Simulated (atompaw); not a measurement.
# PBE PAW (atompaw) dataset for Al, scalar-relativistic all-electron reference.

Input for atompaw 4.2.0.5:

```
Al 13
GGA-PBE scalarrelativistic loggrid 1500 logderivrange -3 5 201
3 3 0 0 0 0
3 1 1
0 0 0
c
c
v
c
v
1
2.50 2.45 1.75 1.65
y
-0.25
n
y
2.75
n
custom rrkj gramschmidtortho sinc
bessel
2.50
2.50
2.50
2.50
PWSCFOUT
UPFDX 0.0125d0 UPFXMIN -7.d0 UPFZMESH 13.d0
END
```

Command:

```bash
atompaw < Al.input > Al.log
```

Resulting log (summary file):

```
Completed calculations for Al (AE)

 Exchange-correlation type: GGA, Perdew-Burke-Ernzerhof

 Radial integration grid is logarithmic
 r0 =   6.0512684E-04 h =   7.8666489E-03   n =      1500 rmax =   8.0000000E+01

 Scalar relativistic calculation

 AEatom converged in  31 iterations
   nz     =  13.00
   delta  =       5.440530952873E-17

 All Electron Orbital energies:
  n  l      occupancy      energy
  1  0      2.0000000E+00 -1.1106708E+02
  2  0      2.0000000E+00 -7.9499927E+00
  3  0      2.0000000E+00 -5.6982842E-01
  2  1      6.0000000E+00 -5.1186704E+00
  3  1      1.0000000E+00 -1.9933563E-01

 Total energy
   Total                    :     -485.36937290474447

 ---
 Completed calculations for Al (SC)

 Exchange-correlation type: GGA, Perdew-Burke-Ernzerhof

 Radial integration grid is logarithmic
 r0 =   6.0512684E-04 h =   7.8666489E-03   n =      1500 rmax =   8.0000000E+01

 Scalar relativistic calculation

 SCatom converged in   1 iterations
   nz     =  13.00
   delta  =       1.586559051210E-17

 Valence Electron Orbital energies:
  n  l      occupancy      energy
   3  0      2.0000000E+00 -5.6982842E-01
   3  1      1.0000000E+00 -1.9933563E-01

 Total energy
   Total                    :     -485.36937290458991
   Valence                  :      -39.22637731770865

 PAW parameters:
       lmax =            1
         rc =    2.5104642050711359
        irc =         1060
   rc_shape =    2.4518969135638415
    rc_vloc =    1.7618529891106398
    rc_core =    1.6543539811720838
   Vloc: truncated form - Vps(r)=A.sin(qr)/r for r<rc
   Projector type: RRKJ pseudization + Gram-Schmidt ortho.
   Sinc^2 compensation charge shape zeroed at   2.4519E+00

 Number of basis functions     4
 No.   n  nodes  l      Energy         Cp coeff         Occ
  1    3    2    0   -0.5698284E+00  0.1000000E+01  0.2000000E+01
  2  999    3    0   -0.2500000E+00  0.3281052E-02  0.0000000E+00
  3    3    1    1   -0.1993356E+00  0.1000000E+01  0.1000000E+01
  4  999    2    1    0.2750000E+01  0.2893459E+00  0.0000000E+00

 Eigenvalues of overlap operator (in the basis of projectors):
    1        1.38321026E-01
    2        2.47526651E-01
    3        1.01599501E+00
    4        3.34397316E+00

 Orbital leakage outside PAW augmentation regions
   orb  is_core?  %out_of_sphere
   1 0    T           0.00
   2 0    T           0.00
   3 0    F          45.24
   2 1    T           0.02
   3 1    F          70.15

 Summary of PAW energies
   Total valence energy     :    -39.22638082770808
   Smooth energy            :      1.21825139670796
   One center               :    -40.44463222441604
   Smooth kinetic           :      1.38637168309287
   Vloc energy              :      0.21744972496550
   Smooth exch-corr         :     -2.20274309177458
   One-center xc            :    -34.65920636807692
```

The run took about 1.9 s on one core of a shared server CPU.
